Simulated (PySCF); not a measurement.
Write Cartesian coordinates for Nb(NMe)(OSiH3)3 (`C[N]=[Nb]([O][SiH3])([O][SiH3])[O][SiH3]`) as optimised with PBE0-D3(BJ)/def2-SVP. (Singlet state.)

```
atom  x, y, z in Å
Nb1   -0.0183   -0.0094   -0.5157
N2     0.0706    0.0830    1.2256
C3     0.1452    0.1527    2.6393
H4    -0.3590   -0.7091    3.1108
H5     1.1936    0.1560    2.9861
H6    -0.3358    1.0701    3.0217
O7     1.4894    0.9174   -1.2259
Si8    2.9083    1.7794   -1.1075
H9     3.0912    2.5924   -2.3449
H10    4.0588    0.8385   -0.9614
H11    2.8625    2.6881    0.0780
O12   -1.6533    0.8143   -1.0494
Si13  -3.1009    1.5588   -0.6984
H14   -4.2077    0.8429   -1.3983
H15   -3.0589    2.9763   -1.1641
H16   -3.3503    1.5317    0.7752
O17    0.0046   -1.8548   -0.9940
Si18   0.0162   -3.4837   -0.6514
H19    1.0941   -4.1470   -1.4420
H20   -1.3030   -4.0782   -1.0191
H21    0.2658   -3.7032    0.8057
```

Any rigid rotation of these coordinates is as good. Atoms count from 1 in this order. Si8 (silicon bonded to O and 3 H) is tetrahedral (angles from 109.1° to 110.2°). O7 (oxygen bonded to Nb and Si) is bent (angle 154.1°). All 3 O–Si bonds measure 1.664 to 1.665 Å. Nb1 (niobium bonded to N and 3 O) is tetrahedral (angles from 107.5° to 111.6°).

Bonds between heavy atoms (Å): Nb1–N2 1.746, Nb1–O7 1.907, Nb1–O12 1.907, Nb1–O17 1.907, N2–C3 1.417, O7–Si8 1.664, O12–Si13 1.665, O17–Si18 1.665.

Computed, not measured: PySCF 2.14.0, PBE0-D3(BJ)/def2-SVP geometry optimisation, gas phase, def2 core potentials past Kr.

Not checked by PBE0-D3(BJ)/def2-SVP frequencies. Torsions: N2–Nb1–O7–Si8 2°, N2–Nb1–O12–Si13 -3°, N2–Nb1–O17–Si18 4°.
